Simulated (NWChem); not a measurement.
Molecule: CH$_{6}$ClNOSi; SMILES CO[Si@@H](N)Cl

```xyz
11

C      0.9133    -1.9928     0.5605
O      0.4281    -1.3622    -0.6153
Si    -0.4351     0.0617    -0.5877
N     -1.7687    -0.0310     0.5044
Cl     0.7203     1.6393     0.1480
H      1.8222    -1.4788     0.9448
H      0.1499    -1.9994     1.3700
H      1.1815    -3.0400     0.3138
H     -0.7350     0.3073    -2.0284
H     -1.9987     0.7643     1.1020
H     -2.5868    -0.6062     0.2939
```
Atoms are numbered in this order, from 1.

Level: PBE-D3(BJ)/def2-SVP (NWChem), optimised geometry, unscaled harmonic frequencies. 

Problem. List the harmonic frequencies with IR intensities, and the thermochemistry.

Solution. 
```csv
frequency (cm⁻¹),IR intensity (km/mol)
73,2.7
106,0.4
152,10.8
162,5.0
227,4.8
279,137.8
303,19.4
411,23.1
513,61.6
692,11.2
741,17.9
820,18.6
854,227.3
893,217.3
1111,182.1
1137,0.9
1166,75.1
1412,1.8
1419,3.1
1428,6.6
1471,59.8
2222,124.4
2935,62.5
3013,27.8
3050,25.5
3507,34.8
3611,36.7
```

The zero-point energy comes out as 48.2 kcal/mol and the thermal correction to the enthalpy at 298.15 K (with zero-point energy) is 53.8 kcal/mol. The heat capacity Cv comes out as 25.9 cal/(mol K) and the entropy at 298.15 K and 1 atm (symmetry number 1) is 87.7 cal/(mol K). The dipole moment comes out as 2.48 D.

Rigid rotor and harmonic oscillator; modes under 100 cm⁻¹ make the entropy uncertain.
